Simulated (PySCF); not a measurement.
Vertical excitations of a molecule C₃H₈O₂Si from TDA-PBE/def2-SVPD run with PySCF, as energy in eV (oscillator strength): 4.28 (0.004), 4.89 (0.001), 5.84 (0.013), 5.98 (0.008), 5.99 (0.074), 6.66 (0.015), 6.72 (0.031), 6.79 (0.006), 6.83 (0.014), 6.84 (0.012). Lowest triplet (TDA): 3.74 eV. The structure is a stationary point at r2SCAN-D4/def2-SVP. The values are those of a single conformer.

### Question
Identify the compound among the candidates.
A. C=C(OC)[SiH2]O
B. CC(=O)C[SiH2]O
C. C=CO[Si@H](C)O
D. C=C(C)O[SiH2]O

### Answer
B, CC(=O)C[SiH2]O
